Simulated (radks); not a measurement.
Charge is removed step by step from the 4p down level of neutral rubidium, starting from [Ar] 3d10 4s2 4p(up 3, down 3) 5s1. Code: a radial shooting solver on a logarithmic mesh with Libxc functionals. Model: scalar-relativistic Kohn-Sham, BLYP, spin-polarised, spherical densities, finite nucleus; open shells are filled with parallel spins first (spin-orbit coupling, left out, can overturn this in heavy ions); Fermi nuclear charge, rms radius 4.2036 fm. At the starting occupation the eigenvalue is -15.633 eV. Estimate the energy to remove one whole electron from this level, the eigenvalue at the end, and how far E(n) bends from a straight line.

Answer. Delta-SCF 20.590 eV; final eigenvalue -25.812 eV; the deviation from the straight line is -1.275 eV at 0.5 electron removed, the largest on the grid computed. Slater's transition state (half an electron removed) gives 20.532 eV. Integrating minus the eigenvalue over the occupation (Janak's theorem) gives 20.595 eV. In this scalar-relativistic scheme the density is built from large components alone, so the theorem holds only approximately. The mean slope of the eigenvalue, de/dn, is 10.2 eV per electron.
